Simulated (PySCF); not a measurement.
**Two-component Hartree-Fock for La²⁴⁺ (lanthanum, charge +24)**

Start: [Ar] 3d10 4s2 4p3; 4p1/2 filled at m_j = -1/2, +1/2; 4p3/2 filled at m_j = +3/2. Calculated with PySCF 2.14 in an even-tempered Gaussian basis (17 s from 1.8 bohr⁻², ratio 2.8; 13 p from 2.3 bohr⁻², ratio 2.8; 8 d from 4.2 bohr⁻², ratio 2.8; 4 f from 12 bohr⁻², ratio 3): generalised Hartree-Fock with the X2C-1e Hamiltonian and a Gaussian nucleus; one run each with spin-orbit coupling (SO) switched off, then screened by Boettger's factors.

```csv
spinor shell,electrons,"ε, spin-free (eV)","ε, screened SO (eV)",weight of nominal j (screened SO),"rms radius, screened SO (bohr)"
1s1/2,2,-39863.9,-39857.7,1.000,0.0286
2s1/2,2,-7066.1,-7063.5,1.000,0.116
2p1/2,2,-6403.9,-6693.3,1.000,0.0999
2p3/2,4,-6403.9,-6274.1,1.000,0.106
3s1/2,2,-2091.3,-2089.8,1.000,0.300
3p1/2,2,-1873.9,-1933.8,1.000,0.291
3p3/2,4,-1873.9,-1845.6,1.000,0.303
3d3/2,4,-1567.5,-1577.6,0.999,0.274
3d5/2,6,-1567.5,-1558.7,0.999,0.277
4s1/2,2,-887.00,-886.40,1.000,0.644
4p1/2,2,-815.61,-826.04,0.988,0.655
4p3/2,1,-815.61,-804.45,1.000,0.676
```

```csv
quantity,spin-free,screened SO
E (hartree),-8220.83634,-8224.83003
M_J,3/2,3/2
⟨J²⟩,3.750,3.753
⟨L²⟩,0.000,2.051
⟨S²⟩,3.750,1.797
```

Each row is a mean over spinors that exchange with the open shell spreads, by up to 12.453 eV (4s1/2).

Breit and QED terms are absent; they matter most for the inner s and p1/2 levels.

Densities and radii are taken from the X2C orbitals without a picture-change correction, which distorts them close to the nucleus.

Without spin-orbit coupling the j labels of p, d and f shells carry no meaning; the spin-free column gives the mean over the occupied spinors of each nl shell.
